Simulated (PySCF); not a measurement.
C2H5BSi, CH5BNSi, CH4Si2, CH3O2Si and others (calculated)

Computed with PySCF 2.14.0. Calculation on a computer-drawn molecule: optimised geometry and harmonic frequencies of an isolated molecule of the commonest isotopes, restricted reference for singlets and unrestricted otherwise, frozen core in MP2.

(1) C2H5BSi

Start structure:
```xyz
9
C2H5BSi
C     -1.1017    -0.8679    -0.2627
B      0.1816    -0.8244    -0.7968
C      1.6301    -0.8400    -1.1422
Si     2.7133    -0.3199     0.3845
H     -2.0055    -1.0876    -0.8540
H     -1.4232    -0.6145     0.6270
H      2.0493    -1.8042    -1.4821
H      1.8861    -0.0949    -1.9286
H      2.1058     1.0539     0.6031
```

* charge: 0
* multiplicity: 1
* method: HF
* basis: cc-pV(D+d)Z
* rotational constants: 17.97, 2.803, 2.487 GHz
* total energy: -392.1660 hartree
* convergence status largest gradient component: 2.945e-05 hartree/bohr

Drawn bonds:
```tsv
atom	other atom	order
1	2	2
2	3	1
3	4	1
1	5	1
1	6	1
3	7	1
3	8	1
4	9	1
```

Optimised structure:
```xyz
9
C2H5BSi
C     -1.1237    -0.8280    -0.2990
B      0.1908    -0.8455    -0.7414
C      1.6635    -0.8529    -1.1452
Si     2.8175    -0.2486     0.2815
H     -1.9462    -1.1813    -0.9117
H     -1.3936    -0.4506     0.6819
H      2.0154    -1.8227    -1.5009
H      1.8546    -0.0960    -1.9236
H      1.9575     0.9261     0.7065
```

Modes:
```tsv
frequency (cm⁻¹)	reduced mass (dalton)
102.4	2.991
171.3	1.183
199.9	1.155
355.1	2.497
365.4	2.142
586.4	2.54
670.6	1.444
779.8	1.592
795.3	1.291
856.7	2.742
945.8	1.468
1028	1.373
1165	1.244
1424	1.146
1503	1.122
1745	6.47
2138	1.042
3119	1.068
3245	1.091
3295	1.063
3371	1.109
```

(2) CH5BNSi

Start structure:
```xyz
9
CH5BNSi
C     -4.7465    -0.0828     1.9111
B     -3.7082    -0.9171     1.7460
Si    -2.1550    -2.0866     1.5905
N     -0.7001    -1.6013     0.9219
H     -5.7932    -0.3120     2.3728
H     -4.7861     0.9648     1.6235
H     -2.0017    -3.4340     2.0166
H      0.0673    -2.2139     0.7088
H     -0.4919    -0.6592     0.5006
```

- charge: 1
- multiplicity: 1
- method: HF
- basis: cc-pV(D+d)Z
- rotational constants: 23.39, 2.685, 2.408 GHz
- total energy: -408.5646 hartree
- convergence status largest gradient component: 4.263e-05 hartree/bohr

Drawn bonds:
```tsv
atom	other atom	order
1	2	2
2	3	1
3	4	1
1	5	1
1	6	1
3	7	1
4	8	1
4	9	1
```

Optimised structure:
```xyz
9
CH5BNSi
C     -4.7586    -0.0673     1.9172
B     -3.6438    -0.8767     1.7575
Si    -2.1216    -2.0601     1.5663
N     -0.7173    -1.5803     0.8722
H     -5.6695    -0.4318     2.3850
H     -4.7839     0.9673     1.5867
H     -2.1566    -3.4413     2.0349
H      0.0772    -2.1900     0.7702
H     -0.5413    -0.6618     0.5017
```

Modes:
```tsv
frequency (cm⁻¹)	reduced mass (dalton)
129.8	2.721
163.5	3.081
262.9	1.06
316.9	2.593
456.8	1.401
563.2	4.868
635	1.26
689.1	1.387
696.5	1.077
789.6	1.312
966.3	1.313
990.5	1.318
1064	5.352
1398	1.22
1644	4.605
1684	1.128
2452	1.044
3290	1.062
3378	1.109
3741	1.052
3836	1.098
```

(3) CH4Si2

Start structure:
```xyz
7
CH4Si2
C     -0.6791     1.9477     0.1552
Si    -1.0454     1.5814    -1.5185
Si    -0.1262     0.6011    -3.3757
H     -1.3371     2.6259     0.7632
H      0.1876     1.6685     0.7368
H     -2.2876     2.2303    -1.9430
H      0.7052    -0.4001    -2.6825
```

- charge: 0
- multiplicity: 1
- method: HF
- basis: cc-pV(D+d)Z
- rotational constants: 22.78, 3.486, 3.024 GHz
- total energy: -617.9492 hartree
- convergence status largest gradient component: 3.08e-05 hartree/bohr

Drawn bonds:
```tsv
atom	other atom	order
1	2	2
2	3	1
1	4	1
1	5	1
2	6	1
3	7	1
```

Optimised structure:
```xyz
7
CH4Si2
C     -0.6674     1.8758     0.0005
Si    -1.2511     1.7222    -1.6036
Si    -0.1575     0.3621    -3.2104
H     -1.1421     2.4884     0.7610
H      0.2246     1.3518     0.3269
H     -2.4755     2.4761    -1.9538
H      0.8864    -0.0216    -2.1851
```

Modes:
```tsv
frequency (cm⁻¹)	reduced mass (dalton)
142.8	1.343
179.2	3.174
387.7	1.085
420.9	10.56
614.3	1.054
742.5	1.056
776.6	1.179
911.9	1.232
923.4	1.21
999.6	4.192
1509	1.203
2164	1.042
2318	1.042
3292	1.057
3384	1.113
```

(4) CH4Si2

Start structure:
```xyz
7
CH4Si2
C     -0.6674     1.8758     0.0005
Si    -1.2511     1.7222    -1.6036
Si    -0.1575     0.3621    -3.2104
H     -1.1421     2.4884     0.7610
H      0.2246     1.3518     0.3269
H     -2.4755     2.4761    -1.9538
H      0.8864    -0.0216    -2.1851
```

- charge: 0
- multiplicity: 1
- method: MP2
- basis: cc-pV(D+d)Z
- rotational constants: 22.11, 3.544, 3.054 GHz
- total energy: -618.2689 hartree
- convergence status largest gradient component: 3.226e-05 hartree/bohr

Drawn bonds:
```tsv
atom	other atom	order
1	2	2
2	3	1
1	4	1
1	5	1
2	6	1
3	7	1
```

Optimised structure:
```xyz
7
CH4Si2
C     -0.6556     1.8634    -0.0103
Si    -1.2528     1.7074    -1.6478
Si    -0.1523     0.3576    -3.2122
H     -1.1320     2.4819     0.7630
H      0.2495     1.3238     0.2991
H     -2.4827     2.4833    -1.9487
H      0.8433     0.0373    -2.1077
```

Modes:
```tsv
frequency (cm⁻¹)	reduced mass (dalton)
105.7	1.361
169.3	3.177
410.2	1.054
427.4	9.962
571.6	1.06
681.2	1.076
725	1.198
796.4	1.216
872.2	1.199
903.4	4.414
1392	1.18
2108	1.042
2274	1.043
3163	1.056
3270	1.114
```

(5) CH3O2Si

Start structure:
```xyz
7
CH3O2Si
C     -0.3694    -1.4393     0.4595
Si     1.1051    -1.6777    -0.6132
O      1.3273    -1.9827    -2.0476
O      2.4384    -1.0650     0.2295
H     -0.1492    -1.3320     1.5697
H     -1.2517    -1.9760     0.2461
H      3.1684    -1.0495    -0.4632
```

- charge: -1
- multiplicity: 1
- method: HF
- basis: aug-cc-pV(D+d)Z
- rotational constants: 8.393, 6.836, 3.768 GHz
- total energy: -478.3681 hartree
- convergence status largest gradient component: 1.498e-05 hartree/bohr

Drawn bonds:
```tsv
atom	other atom	order
1	2	2
2	3	1
2	4	1
1	5	1
1	6	1
4	7	1
```

Optimised structure:
```xyz
7
CH3O2Si
C     -0.2809    -1.6041     0.5094
Si     1.0711    -1.6008    -0.5575
O      1.2880    -1.9860    -2.0292
O      2.4723    -1.0506     0.1803
H     -0.1945    -1.2782     1.5391
H     -1.2618    -1.9316     0.1870
H      3.1748    -1.0709    -0.4483
```

Modes:
```tsv
frequency (cm⁻¹)	reduced mass (dalton)
293.7	2.786
361.6	5.301
369.3	2.66
448.9	1.591
538.5	1.14
557.3	1.132
764.5	2.152
809.4	2.844
955.8	3.685
1013	1.444
1232	8.335
1479	1.199
3262	1.054
3345	1.113
4188	1.066
```

(6) CH3O2Si

Start structure:
```xyz
7
CH3O2Si
C     -0.2809    -1.6041     0.5094
Si     1.0711    -1.6008    -0.5575
O      1.2880    -1.9860    -2.0292
O      2.4723    -1.0506     0.1803
H     -0.1945    -1.2782     1.5391
H     -1.2618    -1.9316     0.1870
H      3.1748    -1.0709    -0.4483
```

* charge: -1
* multiplicity: 1
* method: MP2
* basis: aug-cc-pV(D+d)Z
* rotational constants: 7.984, 6.622, 3.62 GHz
* total energy: -479.0309 hartree
* convergence status largest gradient component: 3.147e-05 hartree/bohr

Drawn bonds:
```tsv
atom	other atom	order
1	2	2
2	3	1
2	4	1
1	5	1
1	6	1
4	7	1
```

Optimised structure:
```xyz
7
CH3O2Si
C     -0.2940    -1.6045     0.5185
Si     1.0664    -1.6054    -0.5693
O      1.2985    -1.9997    -2.0837
O      2.4850    -1.0371     0.2156
H     -0.1871    -1.2714     1.5562
H     -1.2857    -1.9350     0.1949
H      3.1859    -1.0692    -0.4514
```

Modes:
```tsv
frequency (cm⁻¹)	reduced mass (dalton)
265.6	2.846
298.4	4.257
317.1	5.537
379	1.174
442.9	1.404
505.2	1.032
695	2.642
738.2	2.394
888.8	4.097
941.6	1.378
1120	6.357
1360	1.205
3160	1.053
3264	1.114
3831	1.065
```

(7) CH7BNSi

Start structure:
```xyz
11
CH7BNSi
C      0.3947     1.0857     0.4306
B      0.1406     0.1166    -0.7684
N     -0.6152     0.5408    -1.9133
Si     0.8901    -1.7221    -0.6132
H      1.4322     1.2587     0.6459
H     -0.1341     2.0795     0.3035
H      0.0013     0.7142     1.4049
H     -1.0378     1.4073    -1.9674
H     -0.7982    -0.0532    -2.6543
H      0.8104    -2.8865    -1.5785
H      1.6765    -2.1447     0.5045
```

- charge: 1
- multiplicity: 1
- method: HF
- basis: cc-pV(D+d)Z
- rotational constants: 7.759, 3.81, 2.596 GHz
- total energy: -409.7888 hartree
- convergence status largest gradient component: 3.034e-05 hartree/bohr

Drawn bonds:
```tsv
atom	other atom	order
1	2	1
2	3	1
2	4	1
1	5	1
1	6	1
1	7	1
3	8	1
3	9	1
4	10	1
4	11	1
```

Optimised structure:
```xyz
11
CH7BNSi
C      0.3668     1.1491     0.4830
B      0.1052     0.1889    -0.7288
N     -0.5964     0.4587    -1.8777
Si     0.9021    -1.7423    -0.6298
H      1.4394     1.3080     0.6371
H     -0.0986     2.1257     0.3354
H     -0.0229     0.7284     1.4159
H     -1.0194     1.3580    -2.0247
H     -0.7530    -0.1674    -2.6418
H      0.7329    -2.7698    -1.6701
H      1.7045    -2.2410     0.4959
```

Modes:
```tsv
frequency (cm⁻¹)	reduced mass (dalton)
86.62	1.04
126.4	1.038
184.9	2.314
311.6	3.028
336.1	2.254
488.4	3.38
557.9	1.327
581.6	1.042
708.8	1.275
746.1	1.182
891.6	2.235
932.6	1.269
962.4	1.553
1041	1.092
1191	2.019
1437	1.532
1495	1.879
1550	1.047
1563	1.229
1775	1.275
2379	1.032
2409	1.054
3166	1.04
3229	1.098
3265	1.101
3772	1.055
3879	1.097
```

(8) CH7BNSi

Start structure:
```xyz
11
CH7BNSi
C     -1.5317    -0.8693     1.4953
B     -0.7929    -1.8016     0.3932
N     -0.9674    -1.3819    -0.9464
Si     0.2507    -3.2844     0.7644
H     -0.8115    -0.3737     2.1242
H     -2.2202    -0.1580     1.0953
H     -2.1874    -1.5040     2.1848
H     -1.5597    -0.5583    -1.2706
H     -0.6000    -1.8494    -1.7795
H      0.9237    -4.1397    -0.0847
H      0.5241    -3.7982     2.1670
```

- charge: 0
- multiplicity: 2
- method: HF
- basis: cc-pV(D+d)Z
- rotational constants: 7.937, 3.757, 2.606 GHz
- total energy: -410.0325 hartree
- spin squared: 0.7611
- convergence status largest gradient component: 3.758e-06 hartree/bohr

Drawn bonds:
```tsv
atom	other atom	order
1	2	1
2	3	1
2	4	1
1	5	1
1	6	1
1	7	1
3	8	1
3	9	1
4	10	1
4	11	1
```

Optimised structure:
```xyz
11
CH7BNSi
C     -1.5712    -0.8910     1.5080
B     -0.9010    -1.7750     0.3698
N     -0.9942    -1.3972    -0.9707
Si     0.0536    -3.5204     0.8314
H     -0.8147    -0.5391     2.2178
H     -2.0987    -0.0143     1.1178
H     -2.2862    -1.4811     2.0913
H     -1.4782    -0.5722    -1.2641
H     -0.5862    -1.9067    -1.7262
H      0.9967    -4.0416    -0.1954
H      0.7079    -3.5799     2.1635
```

Modes:
```tsv
frequency (cm⁻¹)	reduced mass (dalton)
91.52	1.026
152	1.087
203.3	2.444
323.2	2.925
358.8	1.854
535.7	2.673
554.7	1.392
568.6	1.301
605.8	1.225
643.9	1.095
890.5	2.059
937	1.282
948.9	1.511
1009	1.078
1214	2.214
1382	2.857
1456	1.511
1559	1.049
1566	1.081
1758	1.21
2269	1.038
2287	1.044
3153	1.038
3220	1.098
3224	1.102
3799	1.051
3904	1.098
```
